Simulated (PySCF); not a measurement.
## CoO(OH), quintet: structure and spectrum

Computed with UPBE0 in PySCF with Co def2-TZVP, O def2-TZVP, H def2-TZVP; no relativity; density-fitted integrals.

The structure is a minimum.

```xyz
4
charge 0 multiplicity 5, angstrom
Co    0.0508   -0.0068   -0.0078
O     1.6631   -0.0999   -0.1576
O    -1.7120    0.0700    0.1362
H    -2.2542    0.6739    0.6410
```

| Property | Result |
| --- | --- |
| Point group | Cs |
| Bond lengths | Co–O 1.622 Å, Co–O 1.770 Å, O–H 0.956 Å |
| Bond angles | Co–O–H 129.4°, O–Co–O 179.0° |
| Entropy at 298.15 K and 1 bar (electronic part: spin only) | 292.7 J/(mol K) |
| Zero-point energy | 37.5 kJ/mol |
| Principal polarisabilities | 20.5, 20.8, 57.0 bohr³ |
| Enthalpy at 298.15 K above 0 K | 14.60 kJ/mol |
| Atomisation energy without zero-point energy | 1177 kJ/mol |
| Dipole moment | 2.19 D |
| Principal quadrupole moments (Buckingham, traceless) about the centre of mass | -10.16, 3.13, 7.03 D Å |
| Lowest empty level (β) | -3.82 eV |
| Highest occupied level (β) | -8.25 eV |
| Rotational symmetry number | 1 |
| Heat capacity Cp at 298.15 K | 60.4 J/(mol K) |
| Rotational constants | 33.92, 0.1725, 0.1717 cm⁻¹ |
| Spin squared ⟨S²⟩ | 6.021 |

Harmonic modes (masses in u: Co 58.933, O 15.995, H 1.008):
```
ω (cm⁻¹)  IR (km/mol)  μ (u)
     115         41.3  12.84
     131         40.4  12.96
     498          208   1.26
     690         36.0   5.56
     887         96.5  19.91
    3950          123   1.07
```

Charges (e):
```
atom  Mulliken  Löwdin  polar tensor  spin (Mulliken)  Mayer order to Co1
 Co1      0.89    0.53          1.22             2.91                   –
  O2     -0.50   -0.29         -0.55             0.97                1.78
  O3     -0.71   -0.39         -0.98             0.12                0.91
  H4      0.33    0.15          0.32             0.00                0.02
```
Other Mayer orders above 0.3: O–H 0.88.

Mulliken populations on Co1: s 6.48, p 12.33, d 7.31, f 0.00.

Outer orbital energies (eV). α occupied: -12.85, -12.02, -11.61, -9.66, -9.66, -8.97, -8.68, -8.32; empty: -0.42, 1.90, 2.14, 2.24. β occupied: -24.44, -13.93, -10.47, -9.82, -9.80, -9.32, -8.51, -8.25; empty: -3.82, -3.13, -3.05, -2.89.

The spin densities have lower symmetry than the nuclear frame, so modes carry no symmetry labels. This need not be the most stable arrangement of these atoms. Other spin states or occupations of the open shell can lie lower.

The final relaxation and frequency run took 110 s on 4 threads of a shared Arm Neoverse V1 host, with 113 basis functions and 25 gradients; the process peaked at 1.4 GiB.
